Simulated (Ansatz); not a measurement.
Co(NH2)3 (CoN₃H₆). Total charge 0; quintet. Geometry relaxed at PBE0-D4/def2-SVP.

```xyz
10

Co    0.000    0.000    0.000
N     0.468   -1.233   -1.253
H     0.835   -1.021   -2.177
H     0.406   -2.241   -1.138
N    -0.599   -0.542    1.630
H    -0.684   -1.509    1.933
H    -0.905    0.074    2.379
N     0.131    1.775   -0.377
H     0.439    2.167   -1.263
H    -0.093    2.530    0.266
```

(1) Estimate the harmonic wavenumbers at UKS PBE0-D4/def2-SVP (Ansatz, unscaled). Is this a minimum?

Results:

(1) 101i, 39, 45, 145, 145, 160, 211, 292, 293, 493, 582, 583, 615, 693, 693, 1492, 1492, 1510, 3573, 3574, 3577, 3676, 3677, 3677 cm⁻¹. No: 1 imaginary mode, a saddle point. Zero-point energy 186.8 kJ/mol. Run time 67 s (4 threads of Intel Xeon 6975P-C on a shared host).
